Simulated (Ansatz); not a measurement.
Geometry optimisation, Ansatz, RKS PBE/def2-SVP.

input.yaml

```yaml
crystal:
  periodic: [false, false, false]
  atoms:
    - { symbol: Si, position_ang: [-0.124742, 0.130961, 0.197656] }
    - { symbol: "N", position_ang: [-0.054258, 0.039372, 1.984574] }
    - { symbol: H, position_ang: [-0.945195, 0.137156, 2.48431] }
    - { symbol: H, position_ang: [0.636778, 0.66214, 2.419473] }
    - { symbol: H, position_ang: [1.294993, 0.216856, -0.258449] }
    - { symbol: O, position_ang: [-0.89159, 1.470214, -0.456142] }
    - { symbol: H, position_ang: [-1.811959, 1.284141, -0.71757] }
    - { symbol: O, position_ang: [-1.042095, -1.15711, -0.359737] }
    - { symbol: H, position_ang: [-0.843101, -1.998981, 0.08505] }
    - { symbol: H, position_ang: [1.190024, -2.136874, 0.71997] }
    - { symbol: H, position_ang: [1.038144, -1.846475, 1.365065] }
basis:
  gaussian: { orbitals: def2-SVP }
hamiltonian:
  xc: pbe
relax:
  f_tol: 0.03
  max_steps: 50
```

Run as:

```bash
$ ansatz run input.yaml --threads 2 --pin off --max-ram 3072MiB --backend cpu --events-out ev --progress --plain --runs-dir out
```

Problem. Where does it end, and by what steps?

Solution. The run converged. After 17 steps the energy has fallen by 0.293 eV; H10 moved furthest, 1.29 Å.

```csv
step,energy less start (eV),largest force component (eV/Å),accepted
0,0.0000,1.604,yes
1,-0.1450,0.584,yes
2,-0.2045,0.316,yes
3,-0.2372,0.196,yes
4,-0.2578,0.082,yes
5,-0.2576,0.324,no
6,-0.2645,0.133,yes
7,-0.2706,0.097,yes
8,-0.2766,0.154,yes
9,-0.2831,0.168,yes
10,-0.2861,0.232,yes
11,-0.2888,0.119,yes
12,-0.2910,0.090,yes
13,-0.2917,0.073,yes
14,-0.2922,0.052,yes
15,-0.2928,0.038,yes
16,-0.2930,0.034,yes
17,-0.2931,0.016,yes
```

```xyz
11
Properties=species:S:1:pos:R:3
Si -0.186 0.435 0.059
N 0.180 0.161 1.740
H -0.576 -0.025 2.407
H 0.893 0.753 2.176
H 1.091 0.944 -0.529
O -1.370 1.564 -0.298
H -2.227 1.162 -0.526
O -0.775 -0.997 -0.588
H -0.350 -1.788 -0.211
H 0.930 -3.083 1.561
H 0.837 -2.323 1.675
```

Whether the end is a true minimum wasn't checked by a vibrational analysis.

Run time: 30 s on 2 threads of Arm Neoverse V1, on a shared host, peak memory 0.12 GiB.
